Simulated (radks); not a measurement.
Excited configurations of B+: one electron is placed in a higher orbital outside [He] 2s1. The ground configuration is [He] 2s2. All-electron calculation, non-relativistic Kohn-Sham, r2SCAN, spin-polarised, spherical densities, point nucleus; open shells are filled with parallel spins first; meta-GGA in the generalised Kohn-Sham scheme. Program: a radial shooting solver on a logarithmic mesh with Libxc functionals. Excitation = E - E(ground); binding = E(ion) - E, where the ion is the core of charge +2; n* = 2/sqrt(2 binding) in atomic units, and the quantum defect is n - n*.

outer orbital  excitation (eV)  binding (eV)     n*  quantum defect  eigenvalue (eV)  <r> (bohr)
4s                      19.676         4.585  3.445           0.555           -3.723       9.028
4p                      20.213         4.047  3.667           0.333           -3.251       9.823
4f                      20.891         3.369  4.019          -0.019           -2.428       9.097
6p                      22.521         1.739  5.595           0.405           -1.418       23.73
6f                      22.688         1.573  5.883           0.117           -1.249       23.73
7s                      22.920         1.341  6.372           0.628           -1.097       31.06

Estimate the row for 7f.

Answer. excitation (eV) 23.094; binding (eV) 1.166; n* 6.832; quantum defect 0.168; eigenvalue (eV) -0.942; <r> (bohr) 33.32. The Delta-SCF ionisation energy is 24.260 eV (NIST Atomic Spectra Database: 25.155 eV, measured). Self-interaction in the functional shifts the binding energies and quantum defects, so they are the method's values and not measured ones.
